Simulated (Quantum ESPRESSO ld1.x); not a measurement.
All-electron atom: the bismuth ion Bi3+ in [Hg] (the NIST ground configuration). Method: scalar-relativistic Kohn-Sham, LDA (Slater exchange, Perdew-Wang correlation), spin-polarised, spherical densities, point nucleus; computed with ld1.x of Quantum ESPRESSO 7.5. Some entries of the table are withheld. Estimate them.

orbital  occ.  eigenvalue (eV)  <r> (bohr)  <1/r> (bohr^-1)
1s          2         -90646.6     0.01579            103.3
2s          2         -16311.1     0.06650            24.27
2p          6         -13959.4     0.06056            21.22
3s          2         -3958.42      0.1717            8.988
3p          6         -3286.79         (1)              (2)
3d         10         -2611.98      0.1575            7.602
4s          2         -929.558      0.3773              (3)
4p          6         -709.494      0.4029            3.479
4d         10         -458.159      0.4227            3.131
5s          2         -186.177         (4)            1.650
4f         14         -181.202      0.4410              (5)
5p          6         -124.071      0.9467            1.414
5d         10         -55.0391       1.220            1.074
6s          2         -40.4757         (6)           0.6385

Answer. 
(1) 3p <r> (bohr): 0.1738
(2) 3p <1/r> (bohr^-1): 8.106
(3) 4s <1/r> (bohr^-1): 3.879
(4) 5s <r> (bohr): 0.8297
(5) 4f <1/r> (bohr^-1): 2.745
(6) 6s <r> (bohr): 2.008
